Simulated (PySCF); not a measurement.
SMILES Cc1ccsc1-c1cc2sccc2s1, singlet (GFN2-xTB optimised geometry):

```
22

C      1.264    -2.424    -0.001
C      2.070    -1.169     0.000
C      3.484    -1.169     0.000
C      4.029     0.073     0.000
S      2.831     1.301     0.000
C      1.553     0.109     0.000
C      0.199     0.562     0.000
C     -0.218     1.871    -0.017
C     -1.615     1.977    -0.010
S     -2.742     3.288    -0.024
C     -4.066     2.169     0.002
C     -3.683     0.867     0.020
C     -2.278     0.754     0.014
S     -1.156    -0.557     0.027
H      0.639    -2.483     0.890
H      0.607    -2.463    -0.869
H      1.923    -3.288    -0.023
H      4.069    -2.072     0.000
H      5.064     0.349     0.000
H      0.458     2.705    -0.034
H     -5.064     2.560     0.002
H     -4.361     0.034     0.038
```

Level of theory: CAM-B3LYP/def2-SVP (PySCF).

Q: What are the frontier orbital energies and the dipole moment?

A: HOMO-2 -8.30 eV, HOMO-1 -7.73 eV, HOMO -6.62 eV, LUMO -0.38 eV, LUMO+1 1.27 eV; dipole moment 0.90 D.

Meta-Löwdin charges at CAM-B3LYP/def2-SVP: C1 -0.30, C2 0.00, C3 -0.14, C4 -0.23, S5 0.24, C6 -0.12, C7 -0.09, C8 -0.15, C9 -0.11, S10 0.23, C11 -0.22, C12 -0.14, C13 -0.13, S14 0.22, H15 0.11, H16 0.11, H17 0.11, H18 0.11, H19 0.13, H20 0.12, H21 0.13, H22 0.12.
